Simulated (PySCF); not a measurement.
A structure optimised at PBE-D3(BJ)/def2-SVP, used in a PySCF frequency run:

```
Si
F 1 1.6460
O 1 1.6674 2 110.43
C 3 1.4192 1 124.65 2 71.62
H 4 1.1090 3 108.67 1 160.27
H 4 1.1122 5 108.26 3 -120.97
H 4 1.1146 5 108.17 6 -117.01
H 1 1.5073 2 105.51 3 118.66
Si 1 2.3436 8 116.39 2 -121.28
H 9 1.5037 1 109.70 8 -178.61
H 9 1.5049 10 109.15 1 120.87
H 9 1.5050 10 109.36 11 118.91
```
Charge 0, spin multiplicity 1.

Write its SMILES and formula.

CO[Si@@H](F)[SiH3], CH₇FOSi₂

What are its rotational constants (standard atomic weights)?

4.5181, 1.7989, 1.3986 GHz
